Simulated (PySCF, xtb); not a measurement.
BCl2, SMILES Cl[B+]Cl, charge +1.

GFN2-xTB (xtb) at its own geometry gives an orbital gap of 5.47 eV.

The structure is a stationary point at B3LYP-D3(BJ)/def2-TZVP.

Problem. What does PBE/def2-TZVPD (PySCF) give? (The exact figures need the calculation; the answer reports its results.)

Solution. gap 6.33 eV (levels -15.65 and -9.32 eV).
